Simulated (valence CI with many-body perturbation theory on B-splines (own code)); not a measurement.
# Kr⁵⁺: what the settings do

Computed by valence CI with perturbative core correlation (CI+MBPT): three valence electrons over a frozen Dirac-Fock core [Ar] 3d10, radial functions for each j: 6 s, 6 p, 5 d, 3 f, 1 g, with the one-electron correlation potential Σ1, the two-electron term Σ2, the three-electron term Σ3, Breit, model QED; selected CI, second order for the rest, scaled by the run's own slope (own B-spline code, finite nucleus).

Against 19 measured levels this calculation errs by 179 cm⁻¹ on average and by 363 at most. These come from a selection out of Saloman, J. Phys. Chem. Ref. Data 36, 215 (2007). Levels without a partner in it may be off by more.

The reference run has the lowest level 4s2 4p 2P°_1/2 and an ionisation energy of 78.4049 eV. Its largest variational space holds 4194 state functions.

Changed runs:
A. screening of Σ1 on → off
B. correlating orbitals by l 3 3 3 2 1 → 4 4 0 0 0
C. hole-hole ladder in Σ2 on → off
D. highest l in the core sums 6 → 2 (bad on purpose)

Excitation energies of the reference run in cm⁻¹, and shifts in cm⁻¹:

```tsv
Level	Reference	A	B	C	D
4s2 4p 2P°_3/2	8100	+33	-38	-0.6	-128
4s 4p2 4P_1/2	107524	+250	-1079	-34	-2459
4s 4p2 4P_3/2	110874	+266	-1109	-35	-2533
4s 4p2 4P_5/2	115164	+282	-1082	-34	-2565
4s 4p2 2D_3/2	141545	+292	+549	-11	-1371
4s 4p2 2D_5/2	142597	+298	+536	-12	-1409
4s 4p2 2S_1/2	170198	+287	+1702	+27	+428
4s 4p2 2P_1/2	180515	+311	+1422	+19	+2308
4s 4p2 2P_3/2	184015	+320	+1293	+15	+2750
4s2 4d 2D_3/2	222259	+342	+1424	+3.9	+1082
4s2 4d 2D_5/2	223181	+340	+1401	+4.0	+1057
4s2 5s 2S_1/2	275424	+138	-936	-26	-934
Ionisation energy (eV)	78.4049	+0.0443	-0.1545	-0.0042	-0.2187
```
